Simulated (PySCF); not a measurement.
## Do core-level shifts follow atomic charges?

C6H12N2O.
Numbering: `[CH3:1][CH2:2][N:3]1[CH2:4][C@@H:5]([O:6][CH3:7])[CH:8]=[N:9]1`

Cartesian coordinates in Å at the PBE0-D3(BJ)/def2-SVP level; atoms count from 1:
```
atom  x, y, z in Å
C1    -2.807    0.063    0.730
C2    -2.233   -1.123   -0.034
N3    -0.802   -1.100   -0.209
C4    -0.168   -0.129   -1.093
C5     1.263   -0.037   -0.555
O6     1.636    1.313   -0.450
C7     2.986    1.514   -0.165
C8     1.100   -0.768    0.760
N9    -0.059   -1.298    0.898
H10   -3.896   -0.039    0.845
H11   -2.358    0.121    1.733
H12   -2.614    1.016    0.214
H13   -2.474   -2.061    0.489
H14   -2.686   -1.194   -1.037
H15   -0.226   -0.448   -2.144
H16   -0.619    0.877   -1.002
H17    1.990   -0.564   -1.210
H18    3.642    1.040   -0.923
H19    3.276    1.121    0.828
H20    3.170    2.597   -0.172
H21    1.867   -0.900    1.525
```

Binding energies: PySCF 2.14.0, delta-SCF UKS SCAN, pcX-2 on the ionised atom, pcseg-1 elsewhere, spin-free X2C. Charges: PBE0/pcSseg-1 ground-state density, for the ionised atom.

```tsv
atom	environment	C 1s (eV)	Mulliken (e)	IAO (e)	Hirshfeld (e)	ESP (e)
C8	C=N carbon	290.26	+0.091	-0.112	-0.032	+0.092
C1	methyl carbon	290.44	-0.310	-0.429	-0.123	-0.209
C4	sp3 carbon bound to nitrogen	291.41	+0.111	-0.180	-0.031	-0.045
C2	sp3 carbon bound to nitrogen	291.42	-0.018	-0.145	-0.023	+0.137
C5	sp3 carbon bound to oxygen	292.19	-0.068	+0.061	+0.036	+0.267
C7	methoxy carbon	292.20	-0.035	-0.196	-0.040	-0.220
```

**Question.** How well does each charge scheme correlate with the binding energies over these sites?

**Answer.** Hirshfeld: r = 0.63, slope 10.2 eV per e; IAO: r = 0.53, slope 2.8 eV per e; ESP: r = 0.17, slope 0.7 eV per e; Mulliken: r = 0.15, slope 0.8 eV per e. Hirshfeld charges have the highest r, on only 6 points.

**Question.** The point-charge model writes a binding energy as kq + V + constant, with V the potential of the other atoms' charges at the site. What does it give with the Mulliken charges?

**Answer.** V = Σ 14.40 eV Å × q/r over all other atoms: -2.77 eV at C8, +3.96 eV at C1, -2.32 eV at C4, -1.51 eV at C2, -1.21 eV at C5, -0.10 eV at C7. Fitting binding energy − V to q gives k = 16.4 eV per e and leaves an rms residual of 1.07 eV, against 0.75 eV for the fit on q alone. The model has no term for differences in relaxation between sites.

The structure is a single PBE0-D3(BJ)/def2-SVP conformer in the gas phase; no vibrational or solvent corrections.
